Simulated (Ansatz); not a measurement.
Born–Oppenheimer molecular dynamics of Cl2GaH (4 atoms, charge 0, multiplicity 1). It starts at the highest image of a converged band. Of that band: Neighbouring images differ by up to 1.2 eV, so the band resolves the path poorly. A vibrational analysis at the climbing image gives one clearly imaginary mode, 907i cm⁻¹: a first-order saddle point.

Method: RKS revPBE/def2-SVP in Ansatz 0.2.0.

```json
{
  "ensemble": "NVE (velocity Verlet)",
  "time step": "0.5 fs",
  "steps asked": "200",
  "starting velocities drawn for": "100 K",
  "seed": "9900"
}
```

First frame:

```xyz
4
Properties=species:S:1:pos:R:3
Ga -0.299 0.000 0.514
H 1.007 0.000 1.489
Cl 2.177 0.000 0.086
Cl -1.508 0.000 -1.294
```

Question: How far do the bonds stretch over the last three quarters of this one trajectory? (Pairs bonded in most of those frames.)

Answer: 
```json
{"bond": "Ga1–H2", "mean (Å)": "1.648", "spread (Å)": "0.084", "shortest": "1.49", "longest": "1.80"}
{"bond": "Ga1–Cl3", "mean (Å)": "2.231", "spread (Å)": "0.196", "shortest": "1.96", "longest": "2.56"}
{"bond": "Ga1–Cl4", "mean (Å)": "2.186", "spread (Å)": "0.036", "shortest": "2.12", "longest": "2.23"}
```

Mean temperature of the second half: 3872 K. The conserved energy stayed within 0.21 meV per atom of its start (net change 0.032 meV per atom), so the integration is sound. The kinetic energy rose, since the run started high on the potential surface and went downhill. A run of 0.1 ps of so small a system gives no equilibrium averages. The orbitals stay closed-shell, which can raise the energy where a bond breaks towards radicals; this wasn't checked here.

Run time: 5.2 min on 1 thread of Arm Neoverse V1 (shared host), peak memory 0.12 GiB.
